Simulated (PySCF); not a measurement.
## Two-component Hartree-Fock for Hf⁴⁺ (hafnium, charge +4)

Start: [Xe] 4f14. Calculated with PySCF 2.14 in x2c-TZVPall-2c: generalised Hartree-Fock with the X2C-1e Hamiltonian and a Gaussian nucleus; one run each with spin-orbit coupling (SO) switched off, then screened by Boettger's factors.

```json
{"spinor shell": "1s1/2", "electrons": "2", "ε, spin-free (eV)": "-65733.2", "ε, screened SO (eV)": "-65715.0", "weight of nominal j (screened SO)": "1.000", "rms radius, screened SO (bohr)": "0.0215"}
{"spinor shell": "2s1/2", "electrons": "2", "ε, spin-free (eV)": "-11413.4", "ε, screened SO (eV)": "-11407.8", "weight of nominal j (screened SO)": "1.000", "rms radius, screened SO (bohr)": "0.0869"}
{"spinor shell": "2p1/2", "electrons": "2", "ε, spin-free (eV)": "-10028.0", "ε, screened SO (eV)": "-10877.1", "weight of nominal j (screened SO)": "1.000", "rms radius, screened SO (bohr)": "0.0740"}
{"spinor shell": "2p3/2", "electrons": "4", "ε, spin-free (eV)": "-10028.0", "ε, screened SO (eV)": "-9679.7", "weight of nominal j (screened SO)": "1.000", "rms radius, screened SO (bohr)": "0.0812"}
{"spinor shell": "3s1/2", "electrons": "2", "ε, spin-free (eV)": "-2692.0", "ε, screened SO (eV)": "-2690.1", "weight of nominal j (screened SO)": "1.000", "rms radius, screened SO (bohr)": "0.222"}
{"spinor shell": "3p1/2", "electrons": "2", "ε, spin-free (eV)": "-2270.7", "ε, screened SO (eV)": "-2455.0", "weight of nominal j (screened SO)": "1.000", "rms radius, screened SO (bohr)": "0.214"}
{"spinor shell": "3p3/2", "electrons": "4", "ε, spin-free (eV)": "-2270.7", "ε, screened SO (eV)": "-2193.8", "weight of nominal j (screened SO)": "1.000", "rms radius, screened SO (bohr)": "0.228"}
{"spinor shell": "3d3/2", "electrons": "4", "ε, spin-free (eV)": "-1767.4", "ε, screened SO (eV)": "-1800.3", "weight of nominal j (screened SO)": "1.000", "rms radius, screened SO (bohr)": "0.202"}
{"spinor shell": "3d5/2", "electrons": "6", "ε, spin-free (eV)": "-1767.4", "ε, screened SO (eV)": "-1743.8", "weight of nominal j (screened SO)": "1.000", "rms radius, screened SO (bohr)": "0.206"}
{"spinor shell": "4s1/2", "electrons": "2", "ε, spin-free (eV)": "-605.66", "ε, screened SO (eV)": "-605.11", "weight of nominal j (screened SO)": "1.000", "rms radius, screened SO (bohr)": "0.498"}
{"spinor shell": "4p1/2", "electrons": "2", "ε, spin-free (eV)": "-464.94", "ε, screened SO (eV)": "-507.44", "weight of nominal j (screened SO)": "1.000", "rms radius, screened SO (bohr)": "0.508"}
{"spinor shell": "4p3/2", "electrons": "4", "ε, spin-free (eV)": "-464.94", "ε, screened SO (eV)": "-447.14", "weight of nominal j (screened SO)": "1.000", "rms radius, screened SO (bohr)": "0.541"}
{"spinor shell": "4d3/2", "electrons": "4", "ε, spin-free (eV)": "-279.45", "ε, screened SO (eV)": "-286.01", "weight of nominal j (screened SO)": "1.000", "rms radius, screened SO (bohr)": "0.571"}
{"spinor shell": "4d5/2", "electrons": "6", "ε, spin-free (eV)": "-279.45", "ε, screened SO (eV)": "-274.66", "weight of nominal j (screened SO)": "1.000", "rms radius, screened SO (bohr)": "0.583"}
{"spinor shell": "5s1/2", "electrons": "2", "ε, spin-free (eV)": "-120.74", "ε, screened SO (eV)": "-120.66", "weight of nominal j (screened SO)": "1.000", "rms radius, screened SO (bohr)": "1.21"}
{"spinor shell": "5p1/2", "electrons": "2", "ε, spin-free (eV)": "-83.235", "ε, screened SO (eV)": "-89.337", "weight of nominal j (screened SO)": "1.000", "rms radius, screened SO (bohr)": "1.33"}
{"spinor shell": "5p3/2", "electrons": "4", "ε, spin-free (eV)": "-83.235", "ε, screened SO (eV)": "-80.695", "weight of nominal j (screened SO)": "1.000", "rms radius, screened SO (bohr)": "1.43"}
{"spinor shell": "4f5/2", "electrons": "6", "ε, spin-free (eV)": "-72.293", "ε, screened SO (eV)": "-73.064", "weight of nominal j (screened SO)": "1.000", "rms radius, screened SO (bohr)": "0.735"}
{"spinor shell": "4f7/2", "electrons": "8", "ε, spin-free (eV)": "-72.293", "ε, screened SO (eV)": "-71.359", "weight of nominal j (screened SO)": "1.000", "rms radius, screened SO (bohr)": "0.739"}
```

| quantity | spin-free | screened SO |
| --- | --- | --- |
| E (hartree) | -15064.26902 | -15080.10315 |
| M_J | 0 | 0 |
| ⟨J²⟩ | 0.000 | 0.000 |
| ⟨L²⟩ | 0.000 | 0.108 |
| ⟨S²⟩ | 0.000 | 0.108 |

Breit and QED terms are absent; they matter most for the inner s and p1/2 levels.

Densities and radii are taken from the X2C orbitals without a picture-change correction, which distorts them close to the nucleus.

Without spin-orbit coupling the j labels of p, d and f shells carry no meaning; the spin-free column gives the mean over the occupied spinors of each nl shell.
